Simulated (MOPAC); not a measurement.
A run for MOPAC: PM3 on GeH4N2 (SMILES [NH2][Ge][NH2]), a point of a torsion scan.

```
PM3 1SCF PRECISE CHARGE=0 THREADS=1
GeH4N2

N      1.24856845 1     0.20638622 1    -0.26079091 1
Ge     0.31161256 1    -0.06571793 1     1.32510866 1
N     -1.30283014 1    -0.22283335 1     0.51428802 1
H      1.23239066 1    -0.49528569 1    -0.98728870 1
H      2.21830331 1     0.47480101 1    -0.14498685 1
H     -1.46242372 1    -0.16805301 1    -0.47996919 1
H     -2.16970393 1    -0.41094784 1     0.99181750 1
```

Output:

```
*******************************************************************************
 **                                                                           **
 **                              MOPAC v23.2.5                                **
 **                                                                           **
 *******************************************************************************
 ** MOPAC's Digital Object Identifier: https://doi.org/10.5281/zenodo.6511958 **
 **                                                                           **
 ** Please cite the open-source release paper for use of this MOPAC version:  **
 ** J. E. Moussa and J. J. P. Stewart (2026)                                  **
 ** MOPAC: An open-source semiempirical molecular orbital program             **
 ** J. Open Source Softw., 11(119), 8025, https://doi.org/10.21105/joss.08025 **
 *******************************************************************************

                              PM3 CALCULATION RESULTS

 *******************************************************************************
 *  PM3        - The PM3 Hamiltonian to be used
 *
 *
 *
 *                 CHARGE ON SYSTEM = 0
 *
 *
 *
 *  PRECISE    - TIGHTER CRITERIA TO BE USED
 *  1SCF       - DO 1 SCF AND THEN STOP
 *  THREADS=1  - MULTI-THREADING NOT USED
 *  T=         - A TIME OF 172800.0 SECONDS REQUESTED
 *  DUMP=N     - RESTART FILE WRITTEN EVERY 7200.0 SECONDS REQUESTED
 *******************************************************************************
PM3 1SCF PRECISE CHARGE=0 THREADS=1
 GeH4N2

   ATOM   CHEMICAL          X               Y               Z
  NUMBER   SYMBOL      (ANGSTROMS)     (ANGSTROMS)     (ANGSTROMS)

     1       N          1.24856845  *   0.20638622  *  -0.26079091  *
     2      Ge          0.31161256  *  -0.06571793  *   1.32510866  *
     3       N         -1.30283014  *  -0.22283335  *   0.51428802  *
     4       H          1.23239066  *  -0.49528569  *  -0.98728870  *
     5       H          2.21830331  *   0.47480101  *  -0.14498685  *
     6       H         -1.46242372  *  -0.16805301  *  -0.47996919  *
     7       H         -2.16970393  *  -0.41094784  *   0.99181750  *



          CARTESIAN COORDINATES

    NO.       ATOM           X           Y           Z

     1         N          1.2486      0.2064     -0.2608
     2        Ge          0.3116     -0.0657      1.3251
     3         N         -1.3028     -0.2228      0.5143
     4         H          1.2324     -0.4953     -0.9873
     5         H          2.2183      0.4748     -0.1450
     6         H         -1.4624     -0.1681     -0.4800
     7         H         -2.1697     -0.4109      0.9918

  H: (PM3): J. J. P. STEWART, J. COMP. CHEM. 10, 209 (1989).
  N: (PM3): J. J. P. STEWART, J. COMP. CHEM. 10, 209 (1989).
 Ge: (PM3): J. J. P. STEWART, J. COMP. CHEM. 12, 320-341 (1991).

           Empirical Formula: H4 N2 Ge  =     7 atoms



      MOLECULAR POINT GROUP   :   C1


      RHF CALCULATION, NO. OF DOUBLY OCCUPIED LEVELS = 9


 -------------------------------------------------------------------------------
 PM3 1SCF PRECISE CHARGE=0 THREADS=1
 GeH4N2



     1SCF WAS SPECIFIED, SO BFGS WAS NOT USED
     SCF FIELD WAS ACHIEVED


                              PM3 CALCULATION
                                                       MOPAC v23.2.5 Linux




          FINAL HEAT OF FORMATION =          5.19303 KCAL/MOL =      21.72765 KJ/MOL


          COSMO AREA              =        102.15 SQUARE ANGSTROMS
          COSMO VOLUME            =         89.42 CUBIC ANGSTROMS

          IONIZATION POTENTIAL    =          8.455629 EV
          HOMO LUMO ENERGIES (EV) =         -8.456  0.053
          NO. OF FILLED LEVELS    =          9
          MOLECULAR WEIGHT        =        104.6350         POINT GROUP:  C1

          MOLECULAR DIMENSIONS (Angstroms)

            Atom       Atom       Distance
            H     7    H     5     4.61860
           Ge     2    H     6     2.19690
            H     4    H     5     0.87659


          SCF CALCULATIONS        =          1





   ATOM   CHEMICAL          X               Y               Z
  NUMBER   SYMBOL      (ANGSTROMS)     (ANGSTROMS)     (ANGSTROMS)

     1       N          1.24856845  *   0.20638622  *  -0.26079091  *
     2      Ge          0.31161256  *  -0.06571793  *   1.32510866  *
     3       N         -1.30283014  *  -0.22283335  *   0.51428802  *
     4       H          1.23239066  *  -0.49528569  *  -0.98728870  *
     5       H          2.21830331  *   0.47480101  *  -0.14498685  *
     6       H         -1.46242372  *  -0.16805301  *  -0.47996919  *
     7       H         -2.16970393  *  -0.41094784  *   0.99181750  *

                             CARTESIAN COORDINATES

   1    N        1.248568450     0.206386220    -0.260790910
   2   Ge        0.311612560    -0.065717930     1.325108660
   3    N       -1.302830140    -0.222833350     0.514288020
   4    H        1.232390660    -0.495285690    -0.987288700
   5    H        2.218303310     0.474801010    -0.144986850
   6    H       -1.462423720    -0.168053010    -0.479969190
   7    H       -2.169703930    -0.410947840     0.991817500


           Empirical Formula: H4 N2 Ge  =     7 atoms



      MOLECULAR POINT GROUP   :   C1


                  EIGENVALUES
 -28.07300 -26.60282 -15.26202 -15.04449 -14.49215 -11.92601 -10.20260  -9.25659
  -8.45563   0.05297   1.31718   1.82953   4.86778   4.93399   5.79159   5.89681


              NET ATOMIC CHARGES AND DIPOLE CONTRIBUTIONS

  ATOM NO.   TYPE          CHARGE      No. of ELECS.   s-Pop       p-Pop
    1          N          -0.380906        5.3809     1.48905     3.89186
    2         Ge           0.548684        3.4513     1.74260     1.70872
    3          N          -0.348411        5.3484     1.43151     3.91690
    4          H           0.042739        0.9573     0.95726
    5          H           0.041964        0.9580     0.95804
    6          H           0.044819        0.9552     0.95518
    7          H           0.051111        0.9489     0.94889
 DIPOLE           X         Y         Z       TOTAL
 POINT-CHG.     0.570    -0.321     3.017     3.087
 HYBRID        -0.751    -0.791    -3.452     3.620
 SUM           -0.182    -1.112    -0.435     1.208


          ATOMIC ORBITAL ELECTRON POPULATIONS

     Atom    s        px        py        pz
    1  N   1.48905   1.16642   1.46314   1.26230
    2 Ge   1.74260   0.53294   0.33782   0.83795
    3  N   1.43151   1.12840   1.74713   1.04137
    4  H   0.95726
    5  H   0.95804
    6  H   0.95518
    7  H   0.94889

 **********************
 *                    *
 * JOB ENDED NORMALLY *
 *                    *
 **********************




 == MOPAC DONE ==
```

The run finished.

Cost: very roughly 0.020 core-seconds.
